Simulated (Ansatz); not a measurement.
Reaction (ligand exchange at the Si–C bond): `C/C([SiH3])=N\[SiH3]` + `NCS` → `NCS[SiH3]` + `C/C=N\[SiH3]`

Computed with Ansatz on PBE0-D4/def2-TZVP structures; ΔE is electronic, products minus reactants. CCSD(T)/CBS is the MP2 limit (def2-TZVPP, def2-QZVPP) plus CCSD(T) − MP2 in def2-TZVPP, frozen cores. Double bonds are as drawn, so ΔE can hold a change between cis and trans. Functionals use def2-TZVPP. One conformer a species, not always the lowest.

`C/C([SiH3])=N\[SiH3]`:

```xyz
14

C     0.740    1.356    0.105
C     0.382   -0.095   -0.020
Si    1.756   -1.409   -0.210
N    -0.787   -0.583   -0.021
Si   -2.377    0.094    0.106
H     1.388    1.506    0.975
H    -0.141    1.993    0.198
H     1.323    1.672   -0.767
H     3.115   -0.801   -0.142
H     1.590   -2.074   -1.527
H     1.611   -2.404    0.881
H    -3.108   -0.301   -1.123
H    -3.014   -0.531    1.292
H    -2.479    1.578    0.253
```

`NCS`:

Z-matrix (Å, degrees):
```
C
S 1 1.811
N 1 1.444 2 112.7
H 1 1.097 2 107.3 3 -128.3
H 1 1.092 2 104.7 3 117.9
H 2 1.342 1 96.7 3 83.9
H 3 1.012 1 111.0 2 -65.0
H 3 1.014 1 110.4 2 175.5
```

`NCS[SiH3]`:

Cartesian coordinates in Å:
```
N 1.677 -1.367 0.556
C 0.356 -0.881 0.265
S 0.189 0.786 1.009
Si -1.267 1.601 -0.306
H 1.753 -2.356 0.358
H 2.379 -0.872 0.021
H -0.375 -1.540 0.735
H 0.110 -0.801 -0.803
H -0.796 1.539 -1.717
H -1.458 3.011 0.112
H -2.567 0.880 -0.229
```

`C/C=N\[SiH3]`:

```xyz
11

C    -1.388   -0.068   -0.774
C    -0.878    0.619    0.452
N     0.274    0.577    0.955
Si    1.723   -0.246    0.491
H    -2.239   -0.705   -0.510
H    -1.767    0.676   -1.482
H    -0.623   -0.672   -1.261
H    -1.634    1.237    0.962
H     1.658   -1.090   -0.742
H     2.110   -1.120    1.626
H     2.765    0.791    0.282
```

```tsv
species	r2SCAN-D4 energy (Eh)
`C/C([SiH3])=N\[SiH3]`	-715.28075
`NCS`	-494.01380
`NCS[SiH3]`	-784.71170
`C/C=N\[SiH3]`	-424.61107
```

**Question.** Work out ΔE.

**Answer.** ΔE = (-784.71170) + (-424.61107) − (-715.28075) − (-494.01380) = -0.02822 Eh = -74.1 kJ/mol. CCSD(T)/CBS gives -71.5 kJ/mol.

Largest T1 diagnostic among the species: 0.013.

In def2-TZVPP, CCSD(T) changes the Hartree–Fock value by +8.6 kJ/mol (the triples alone add +0.8 kJ/mol) and MP2 by +4.4 kJ/mol. From PBE to PBE0 (25 % exact exchange), in def2-TZVPP and without D4, ΔE moves by −3.4 kJ/mol.
